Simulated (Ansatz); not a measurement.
Born–Oppenheimer molecular dynamics of BFH8N2 (12 atoms, charge 0, multiplicity 1). It starts from a rough guess of a transition structure, not a stationary point.

Method: UHF/STO-3G (Ansatz).

- ensemble: NVE (velocity Verlet)
- time step: 0.5 fs
- steps asked: 150
- starting velocities drawn for: 300 K
- seed: 562171

Frames 1 fs apart, positions in Å.

Velocities at 55.0 fs (Å/ps):

```
B -11.46 -3.62 -7.62
N 10.51 -0.34 4.30
H 25.08 14.91 -20.91
H 14.72 -17.83 27.77
H -35.95 6.16 -29.35
F 5.57 8.01 5.51
H -34.05 -6.58 -14.99
N -4.21 -7.56 -3.31
H 5.38 -4.29 -0.60
H 8.10 5.56 15.87
H -18.45 1.67 -23.64
H -34.39 -1.94 9.95
```

```xyz
12
Properties=species:S:1:pos:R:3 time_fs=55.0 energy_less_start_eV=-0.464 T=660
B -1.173 -0.305 -0.566
N 0.145 -1.068 -0.260
H -1.269 -0.345 -1.697
H -1.997 -0.965 -0.109
H 0.104 1.103 0.313
F -1.156 1.023 -0.057
H 1.035 -0.112 0.366
N 1.069 1.089 0.697
H 0.375 -1.496 -1.181
H -0.125 -1.923 0.291
H 1.367 1.147 1.704
H 1.889 1.650 0.275
12
Properties=species:S:1:pos:R:3 time_fs=56.0 energy_less_start_eV=-0.954 T=1032
B -1.185 -0.309 -0.574
N 0.157 -1.069 -0.255
H -1.245 -0.327 -1.724
H -1.987 -0.982 -0.079
H 0.051 1.122 0.285
F -1.150 1.031 -0.051
H 0.996 -0.117 0.346
N 1.067 1.081 0.694
H 0.384 -1.498 -1.178
H -0.113 -1.912 0.306
H 1.339 1.148 1.678
H 1.843 1.642 0.283
12
Properties=species:S:1:pos:R:3 time_fs=57.0 energy_less_start_eV=-1.237 T=1250
B -1.197 -0.314 -0.582
N 0.169 -1.070 -0.250
H -1.226 -0.302 -1.757
H -1.986 -0.993 -0.046
H -0.020 1.162 0.265
F -1.144 1.038 -0.046
H 0.949 -0.118 0.319
N 1.068 1.071 0.691
H 0.400 -1.496 -1.165
H -0.095 -1.891 0.320
H 1.296 1.149 1.659
H 1.786 1.630 0.283
12
Properties=species:S:1:pos:R:3 time_fs=58.0 energy_less_start_eV=-1.229 T=1247
B -1.210 -0.319 -0.590
N 0.181 -1.071 -0.245
H -1.213 -0.273 -1.788
H -1.992 -0.997 -0.016
H -0.089 1.217 0.260
F -1.137 1.045 -0.041
H 0.901 -0.115 0.288
N 1.069 1.059 0.686
H 0.424 -1.492 -1.147
H -0.071 -1.867 0.335
H 1.246 1.149 1.657
H 1.737 1.625 0.267
12
Properties=species:S:1:pos:R:3 time_fs=59.0 energy_less_start_eV=-1.149 T=1186
B -1.222 -0.325 -0.598
N 0.193 -1.071 -0.240
H -1.207 -0.242 -1.810
H -2.003 -0.991 0.008
H -0.141 1.277 0.272
F -1.131 1.052 -0.036
H 0.855 -0.105 0.256
N 1.066 1.044 0.681
H 0.457 -1.487 -1.127
H -0.043 -1.846 0.356
H 1.193 1.150 1.675
H 1.710 1.635 0.233
12
Properties=species:S:1:pos:R:3 time_fs=60.0 energy_less_start_eV=-1.041 T=1102
B -1.233 -0.332 -0.606
N 0.203 -1.069 -0.236
H -1.210 -0.211 -1.817
H -2.018 -0.975 0.023
H -0.164 1.335 0.299
F -1.126 1.057 -0.032
H 0.818 -0.089 0.228
N 1.062 1.029 0.675
H 0.498 -1.485 -1.111
H -0.014 -1.833 0.386
H 1.141 1.151 1.702
H 1.703 1.657 0.187
12
Properties=species:S:1:pos:R:3 time_fs=61.0 energy_less_start_eV=-0.881 T=979
B -1.242 -0.339 -0.614
N 0.212 -1.067 -0.233
H -1.221 -0.181 -1.810
H -2.036 -0.949 0.028
H -0.153 1.381 0.338
F -1.122 1.062 -0.028
H 0.792 -0.069 0.207
N 1.055 1.014 0.668
H 0.548 -1.487 -1.097
H 0.019 -1.827 0.423
H 1.095 1.151 1.721
H 1.702 1.677 0.145
12
Properties=species:S:1:pos:R:3 time_fs=62.0 energy_less_start_eV=-0.758 T=886
B -1.248 -0.345 -0.621
N 0.219 -1.063 -0.230
H -1.240 -0.157 -1.791
H -2.055 -0.916 0.022
H -0.115 1.410 0.384
F -1.119 1.067 -0.025
H 0.780 -0.050 0.194
N 1.047 1.002 0.662
H 0.603 -1.492 -1.085
H 0.054 -1.823 0.461
H 1.057 1.149 1.722
H 1.697 1.685 0.118
12
Properties=species:S:1:pos:R:3 time_fs=63.0 energy_less_start_eV=-0.763 T=889
B -1.252 -0.349 -0.626
N 0.224 -1.060 -0.228
H -1.266 -0.138 -1.767
H -2.078 -0.880 0.007
H -0.055 1.415 0.429
F -1.118 1.070 -0.022
H 0.779 -0.039 0.188
N 1.038 0.993 0.656
H 0.660 -1.498 -1.069
H 0.095 -1.815 0.494
H 1.030 1.143 1.701
H 1.681 1.673 0.113
12
Properties=species:S:1:pos:R:3 time_fs=64.0 energy_less_start_eV=-0.817 T=926
B -1.254 -0.352 -0.629
N 0.227 -1.057 -0.227
H -1.297 -0.127 -1.746
H -2.103 -0.845 -0.015
H 0.017 1.397 0.467
F -1.117 1.073 -0.021
H 0.786 -0.043 0.187
N 1.029 0.989 0.650
H 0.713 -1.502 -1.044
H 0.138 -1.797 0.517
H 1.017 1.133 1.667
H 1.658 1.644 0.127
12
Properties=species:S:1:pos:R:3 time_fs=65.0 energy_less_start_eV=-0.689 T=827
B -1.253 -0.351 -0.630
N 0.229 -1.054 -0.226
H -1.331 -0.124 -1.736
H -2.131 -0.817 -0.041
H 0.083 1.361 0.490
F -1.116 1.075 -0.019
H 0.796 -0.067 0.187
N 1.020 0.987 0.644
H 0.760 -1.502 -1.010
H 0.182 -1.772 0.529
H 1.021 1.120 1.634
H 1.635 1.607 0.155
12
Properties=species:S:1:pos:R:3 time_fs=66.0 energy_less_start_eV=-0.466 T=663
B -1.250 -0.347 -0.627
N 0.230 -1.052 -0.226
H -1.367 -0.128 -1.740
H -2.161 -0.796 -0.071
H 0.117 1.322 0.492
F -1.117 1.075 -0.018
H 0.805 -0.110 0.186
N 1.012 0.987 0.640
H 0.798 -1.500 -0.971
H 0.224 -1.742 0.535
H 1.041 1.105 1.617
H 1.627 1.577 0.181
```

Of the whole run (75 fs, mean temperature of the second half 867 K): The conserved energy stayed within 1.2 meV per atom of its start (net change -0.059 meV per atom), so the integration is sound. The system heated up, since it started high on the potential surface and ran downhill. A run of 0.075 ps of so small a system gives no equilibrium averages. The orbitals stay closed-shell, which can raise the energy where a bond breaks towards radicals; this wasn't checked here. Limits of this set-up: minimal basis.

Run time: 42 s on 1 thread of AMD EPYC 9R45 96-Core Processor (Zen 5), with other jobs on the host, peak memory 0.11 GiB.
